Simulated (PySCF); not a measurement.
# TDDFT excited states: C4H12O4Zr

Compound: Zr(OMe)4, C4H12O4Zr (singlet state).
Bonds: Zr1–O2, Zr1–O7, Zr1–O12, Zr1–O17, O2–C3, O7–C8, O12–C13, O17–C18. Hydrogens: H4, H5, H6 on C3; H9, H10, H11 on C8; H14, H15, H16 on C13; H19, H20, H21 on C18.

Computed with TDDFT B3LYP/def2-SVPD, vertical, gas phase, core orbitals frozen in the response, def2 core potentials past Kr in PySCF 2.14.0, density-fitted response routines. Geometry: PBE0-D3(BJ)/def2-SVP; no solvent, vibrations or thermal averaging. Spin–orbit coupling is left out.

Question: List the vertical singlet excitations with oscillator strengths and describe the spectrum.

Answer: 

```
state  E (eV)  E (kJ/mol)  λ (nm)       f                 main configurations (H = HOMO, L = LUMO)
   S1    6.30         608   196.6  0.0000                                       H-2/H-1/H→L (≥92%)
   S2    6.31         609   196.6  0.0000                                       H-2/H-1/H→L (≥91%)
   S3    6.31         609   196.5  0.0000                                       H-2/H-1/H→L (≥88%)
   S4    6.70         646   185.1  0.0000                                     H-2/H-1/H→L+4 (≥71%)
   S5    6.71         647   184.9  0.0002               H-2/H-1/H→L+4 (≥48%), H-2/H-1/H→L+5 (≥28%)
   S6    6.72         648   184.6  0.0001  H-2/H-1/H→L+5 (≥30%), H-3→L (16%), H-2/H-1/H→L+2 (≥13%)
   S7    6.72         649   184.4  0.0001  H-5→L (32%), H-2/H-1/H→L+1 (≥14%), H-2/H-1/H→L+4 (≥14%)
   S8    6.72         649   184.4  0.0000  H-2/H-1/H→L+5 (≥26%), H-4→L (23%), H-2/H-1/H→L+3 (≥10%)
   S9    6.73         649   184.3  0.0003           H-2/H-1/H→L+1 (≥25%), H-3→L (18%), H-4→L (12%)
```

Triplets (Tamm–Dancoff): T1 6.24 eV, H-2/H-1/H→L (≥91%); T2 6.24 eV, H-2/H-1/H→L (≥92%); T3 6.24 eV, H-2/H-1/H→L (≥91%).

The lowest singlet level (S1/S2/S3) comes at 197 nm (608 kJ/mol) in the vacuum ultraviolet; it is dark (f under 0.0005). The largest oscillator strength of a single state is 0.0003. S1/S2/S3, S4/S5 and S6/S7/S8/S9 lie within about 0.01 eV of each other in each set. For S1 the Löwdin share of zirconium is at most 7% in HOMO and 48% in LUMO. Orbital energies (eV): HOMO-3 -7.83, HOMO-2 -7.35, HOMO-1 -7.34, HOMO -7.34, LUMO -0.18, LUMO+1 0.28, LUMO+2 0.29. No computed singlet lies in the visible range (380 to 750 nm); the lowest, at 197 nm, stands 3.04 eV above its violet end (3.26 eV). Orbitals of the list HOMO-3 to LUMO+2 that lie within 0.01 eV of each other are written together with a slash and their weights summed (≥ marks a lower bound); for degenerate orbitals outside that list single weights are arbitrary. The window holds the lowest 10 singlets. The highest level found (6.75 eV, f 0.0001 so far) is left out, since the window may have cut off a degenerate partner.
